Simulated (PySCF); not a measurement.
## Spin-rotation constants: `O=S(=O)(Cl)CC([SiH3])[SiH3]`, C$_{2}$H$_{9}$ClO$_{2}$SSi$_{2}$

Molfile (atoms numbered from 1):
```
C2H9ClO2SSi2
     RDKit          3D

 17 16  0  0  0  0  0  0  0  0999 V2000
    1.1971   -1.3183    1.4589 O   0  0  0  0  0  0  0  0  0  0  0  0
    1.6463   -0.6604    0.2742 S   0  0  0  0  0  6  0  0  0  0  0  0
    2.1704    0.6624    0.3908 O   0  0  0  0  0  0  0  0  0  0  0  0
    3.1556   -1.8049   -0.4730 Cl  0  0  0  0  0  0  0  0  0  0  0  0
    0.4108   -0.7478   -1.0149 C   0  0  0  0  0  0  0  0  0  0  0  0
   -0.7338    0.0889   -0.5059 C   0  0  0  0  0  0  0  0  0  0  0  0
   -1.4870   -0.6712    1.0847 Si  0  0  0  0  0  4  0  0  0  0  0  0
   -0.2112    1.9234   -0.3120 Si  0  0  0  0  0  4  0  0  0  0  0  0
    0.8895   -0.3583   -1.9117 H   0  0  0  0  0  0  0  0  0  0  0  0
    0.1794   -1.8051   -1.1323 H   0  0  0  0  0  0  0  0  0  0  0  0
   -1.5121    0.0562   -1.2762 H   0  0  0  0  0  0  0  0  0  0  0  0
   -2.9040   -0.2842    1.0283 H   0  0  0  0  0  0  0  0  0  0  0  0
   -0.9332   -0.1442    2.3211 H   0  0  0  0  0  0  0  0  0  0  0  0
   -1.4182   -2.1296    0.9816 H   0  0  0  0  0  0  0  0  0  0  0  0
    0.2537    2.2764    1.0195 H   0  0  0  0  0  0  0  0  0  0  0  0
    0.7381    2.2535   -1.3761 H   0  0  0  0  0  0  0  0  0  0  0  0
   -1.4485    2.6753   -0.5668 H   0  0  0  0  0  0  0  0  0  0  0  0
  1  2  2  0
  2  3  2  0
  2  4  1  0
  2  5  1  0
  5  6  1  0
  6  7  1  0
  6  8  1  0
  5  9  1  0
  5 10  1  0
  6 11  1  0
  7 12  1  0
  7 13  1  0
  7 14  1  0
  8 15  1  0
  8 16  1  0
  8 17  1  0
M  END
```

Method: PySCF 2.14.0, GIAO PBE0/pcSseg-1 magnetisability, rotational g tensor and spin-rotation constants, non-relativistic, gas phase. Geometry: GFN2-xTB.

**Question.** Give the nuclear spin-rotation constants along the inertial axes (H = +C I·J) beside the isotropic shieldings.

**Answer.** Rotational constants 1.6797, 0.7568, 0.6263 GHz. A star marks the isotopologue with that one atom substituted, in its own axes.
| atom | isotope | Caa (kHz) | Cbb (kHz) | Ccc (kHz) | mean (kHz) | σ (ppm) |
| --- | --- | --- | --- | --- | --- | --- |
| Cl4 | 35Cl | 0.218 | 0.484 | 0.408 | 0.370 | 349.3 |
| H9 | 1H | -0.179 | -0.010 | -0.035 | -0.075 | 27.9 |
| H10 | 1H | -0.179 | -0.010 | -0.035 | -0.075 | 27.9 |
| H11 | 1H | -0.147 | -0.086 | -0.015 | -0.083 | 30.9 |
| H12 | 1H | 0.061 | -0.067 | -0.057 | -0.021 | 27.7 |
| H13 | 1H | -0.160 | -0.069 | 0.026 | -0.068 | 27.6 |
| H14 | 1H | -0.095 | -0.008 | -0.051 | -0.051 | 27.7 |
| H15 | 1H | -0.160 | -0.069 | 0.026 | -0.068 | 27.6 |
| H16 | 1H | -0.095 | -0.008 | -0.051 | -0.051 | 27.7 |
| H17 | 1H | 0.061 | -0.067 | -0.057 | -0.021 | 27.7 |
| O1 | 17O* | -0.429 | -0.225 | -0.216 | -0.290 | 31.8 |
| S2 | 33S* | 0.767 | 0.252 | 0.286 | 0.435 | 157.8 |
| C5 | 13C* | 0.365 | 0.198 | 0.132 | 0.232 | 109.9 |
| C6 | 13C* | 0.167 | 0.093 | 0.060 | 0.107 | 191.9 |
| Si7 | 29Si* | -1.023 | -0.388 | -0.347 | -0.586 | 409.3 |

For the geometry as given, no vibrational averaging.

**Question.** How do the rotational constants and the g tensor change when H9, H10, H11, H12, H13, H14, H15, H16, H17 are replaced by deuterium?

**Answer.** Constants 1.4706, 0.7026, 0.5802 GHz; g -0.0272, -0.0152, -0.0147, against -0.0310, -0.0163, -0.0158 before.
